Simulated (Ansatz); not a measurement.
Geometry optimisation, RKS PBE/def2-SVP (Ansatz).

input.yaml

```yaml
crystal:
  periodic: [false, false, false]
  atoms:
    - { symbol: Ta, position_ang: [-0.095289, 0.051119, 0.040467] }
    - { symbol: F, position_ang: [1.835915, -0.002487, -0.044604] }
    - { symbol: "N", position_ang: [-0.12712, 0.073741, 2.080347] }
    - { symbol: H, position_ang: [0.327752, -0.687421, 2.613964] }
    - { symbol: H, position_ang: [-0.313714, 0.851175, 2.726754] }
    - { symbol: "N", position_ang: [0.109029, -0.086736, -1.989838] }
    - { symbol: H, position_ang: [-0.642176, -0.071595, -2.694519] }
    - { symbol: H, position_ang: [1.006253, -0.156286, -2.487668] }
    - { symbol: O, position_ang: [-1.119248, 1.680837, -0.008533] }
    - { symbol: H, position_ang: [-1.86273, 1.836962, 0.603615] }
    - { symbol: "N", position_ang: [-1.252631, -1.587596, 0.013476] }
    - { symbol: H, position_ang: [-1.782264, -1.916716, 0.830545] }
    - { symbol: H, position_ang: [-1.459048, -2.143451, -0.823815] }
    - { symbol: S, position_ang: [1.640715, -2.846846, 1.575954] }
    - { symbol: H, position_ang: [0.540045, -2.743608, 0.760846] }
    - { symbol: H, position_ang: [2.299811, -1.862891, 0.85771] }
basis:
  gaussian: { orbitals: def2-SVP }
hamiltonian:
  xc: pbe
relax:
  f_tol: 0.03
  max_steps: 50
output:
  orbitals: {}
```

Launched with:

```bash
$ ansatz run input.yaml --threads 4 --pin off --max-ram 5120MiB --backend cpu --events-out ev --progress --plain --runs-dir out
```

Q: Where does it end, and by what steps?

A: The run converged. After 28 steps the energy has fallen by 0.409 eV; H15 moved furthest, 2.37 Å.

```tsv
step	energy less start (eV)	largest force component (eV/Å)	accepted
0	0.0000	0.375	yes
1	-0.0575	0.277	yes
2	-0.0702	0.243	yes
3	-0.0788	0.264	yes
4	-0.0839	0.275	yes
5	-0.0926	0.290	yes
6	-0.1022	0.501	yes
7	-0.1142	0.722	yes
8	-0.1335	0.642	yes
9	-0.1712	0.590	yes
10	-0.2010	0.576	yes
11	-0.2328	0.404	yes
12	-0.2633	0.553	yes
13	-0.2761	0.604	yes
14	-0.2938	0.584	yes
15	-0.3174	0.159	yes
16	-0.3304	0.262	yes
17	-0.3393	0.394	yes
18	-0.3532	0.348	yes
19	-0.3743	0.152	yes
20	-0.3886	0.233	yes
21	-0.3967	0.187	yes
22	-0.3999	0.276	yes
23	-0.4040	0.175	yes
24	-0.4062	0.057	yes
25	-0.4078	0.055	yes
26	-0.4084	0.074	yes
27	-0.4086	0.049	yes
28	-0.4088	0.013	yes
```

```xyz
16
Properties=species:S:1:pos:R:3
Ta -0.516 -0.216 -0.141
F 0.909 -1.555 -0.329
N 0.130 -0.078 1.749
H 0.965 -0.572 2.105
H -0.116 0.702 2.367
N 0.278 0.508 -1.844
H 0.094 1.451 -2.202
H 1.140 0.132 -2.252
O -1.516 1.420 0.062
H -2.425 1.754 0.053
N -2.023 -1.494 -0.391
H -2.460 -2.038 0.360
H -2.376 -1.809 -1.301
S 2.861 -2.356 2.205
H 1.920 -3.246 2.625
H 2.240 -2.215 0.991
```

Whether the end is a true minimum wasn't checked by a vibrational analysis.

The run took 48 s on 4 threads of Intel(R) Xeon(R) 6975P-C (Granite Rapids), with other jobs on the host, peak memory 0.28 GiB.
